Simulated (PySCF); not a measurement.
CsSe: from constants to spectrum

UHF-CCSD(T) constants of CsSe, ²Π (doublet), unpaired electrons π ↑ (basis Cs def2-TZVPP with ECP46, Se def2-TZVPP; scalar-relativistic core potentials; PySCF 2.14; masses 132.9054 and 79.9165 u):

```
ωe            : 130.1 cm⁻¹
ωexe          : 0.294 cm⁻¹
Be            : 0.03183 cm⁻¹
αe            : 0.000105 cm⁻¹
De to Cs + Se : 2.40 eV
```

Task: What force constant and bond length do these constants imply?

Result: Reduced mass μred = 49.907 u; k = 5.8918×10⁻⁷·μred·ωe² (u, cm⁻¹, mdyn/Å) = 0.498 mdyn/Å; Re = √(16.8576/(μred·Be)) (u, cm⁻¹, Å) = 3.258 Å.

Task: Estimate the centrifugal constant D from the Kratzer relation and find the Dunham coefficient a1.

Result: D = 4Be³/ωe² = 7.62e-09 cm⁻¹; a1 = −1 − αeωe/(6Be²) = -3.25.

Correlated steps freeze 9 core orbitals. Spin–orbit coupling is left out, which matters for elements this heavy, above all for dissociation energies. The state is the lowest determinant that a PBE0 search found; another state may lie lower at other levels.
